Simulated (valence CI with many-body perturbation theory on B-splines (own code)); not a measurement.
Basis-set convergence for S³⁺

Calculated by configuration interaction combined with many-body perturbation theory (CI+MBPT): three valence electrons over a frozen Dirac-Fock core [Ne], radial functions for each j: 9 s, 9 p, 8 d, 6 f, 3 g, 1 h, with the one-electron correlation potential Σ1, the two-electron term Σ2, the three-electron term Σ3, Breit, model QED; selected CI, second order for the rest, scaled by the run's own slope (own B-spline code, finite nucleus).

Against 30 measured levels this calculation errs by 105 cm⁻¹ on average and by 190 at most.

The reference run has the lowest level 3s2 3p 2P°_1/2 and an ionisation energy of 47.3552 eV. Its largest variational space holds 10226 state functions.

Changed runs:
A. basis 6 s, 6 p, 5 d, 3 f, 1 g
B. basis 5 s, 5 p, 4 d, 2 f

Excitation energies of the reference run in cm⁻¹, and shifts in cm⁻¹:

| Level | Reference | A | B |
| --- | --- | --- | --- |
| 3s2 3p 2P°_3/2 | 953 | -0.3 | -0.5 |
| 3s 3p2 4P_1/2 | 71049 | -75 | -213 |
| 3s 3p2 4P_3/2 | 71394 | -75 | -213 |
| 3s 3p2 4P_5/2 | 71941 | -75 | -213 |
| 3s 3p2 2D_3/2 | 94046 | +13 | +52 |
| 3s 3p2 2D_5/2 | 94094 | +13 | +53 |
| 3s 3p2 2S_1/2 | 123643 | +134 | +404 |
| 3s 3p2 2P_1/2 | 133738 | +95 | +269 |
| 3s 3p2 2P_3/2 | 134365 | +95 | +269 |
| 3s2 3d 2D_3/2 | 152193 | +158 | +801 |
| 3s2 3d 2D_5/2 | 152207 | +157 | +801 |
| 3s2 4s 2S_1/2 | 181468 | -52 | -146 |
| Ionisation energy (eV) | 47.3552 | -0.0112 | -0.0296 |
